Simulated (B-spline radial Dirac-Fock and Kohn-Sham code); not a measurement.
**Nd³⁵⁺: scattering cross sections and density moments**

System: the Nd³⁵⁺ ion, configuration [Ar] 3d7.

Input file task.json (cfg lists n, l and occupation; rrms is the nuclear radius in fm):

```json
{"items": [{
  "Z": 60,
  "q": 35,
  "cfg": [[1, 0, 2], [2, 0, 2], [2, 1, 6], [3, 0, 2], [3, 1, 6], [3, 2, 7]],
  "A": 142,
  "rrms": 4.9123,
  "do": ["scatter"],
  "s": [0.0, 0.05, 0.1, 0.15, 0.2, 0.25, 0.3, 0.35, 0.4, 0.45, 0.5, 0.6, 0.7, 0.8, 0.9, 1.0, 1.1, 1.2, 1.4, 1.6, 1.8, 2.0, 2.5, 3.0, 3.5, 4.0, 5.0, 6.0],
  "pz": [0, 0.1, 0.14, 0.19, 0.26, 0.35, 0.48, 0.66, 0.91, 1.2, 1.7, 2.3, 3.2, 4.4, 6.0, 8.2, 11.0, 15.0, 21.0, 29.0, 40.0],
  "hv_scatter": [1000, 2000, 8047.8, 10000, 20000, 30000, 50000, 500000]
}]}
```

Command: `python xray_run.py task.json out`

Model: relativistic Hartree-Fock (Dirac-Fock) wave functions, averaged over the configuration. Program: an atomic code on a B-spline grid.

```
Sum of ⟨r⟩                          : 4.386 bohr
Sum of ⟨r²⟩                         : 1.091 bohr²
Sum of ⟨1/r⟩                        : 333.29 per bohr
Langevin diamagnetic susceptibility : -0.864 × 10⁻⁶ cm³/mol
Lamb shielding (α²/3)Σ⟨1/r⟩         : 5916 ppm
```

Coherent scattering is the Thomson cross section weighted by f₀², without anomalous dispersion; incoherent scattering is Klein-Nishina weighted by S. The Lamb formula is the non-relativistic shielding expression. Electron correlation is left out. A dash stands where the photon energy is too low for the impulse approximation behind that column.

```
hν (keV)  coherent (b)  incoherent (b)  incoherent per electron (b)
       1         414.9               –                            –
       2         412.3               –                            –
  8.0478         365.3               –                            –
      10         342.1               –                            –
      20         219.0           3.636                        0.145
      30         138.4           5.547                        0.222
      50         70.03           7.739                        0.310
     500         1.289           6.968                        0.279
```

Incoherent scattering overtakes coherent scattering between 50 and 500 keV.

Values without a named source are computed, but for edge energies of neutral atoms, which are taken from tables.
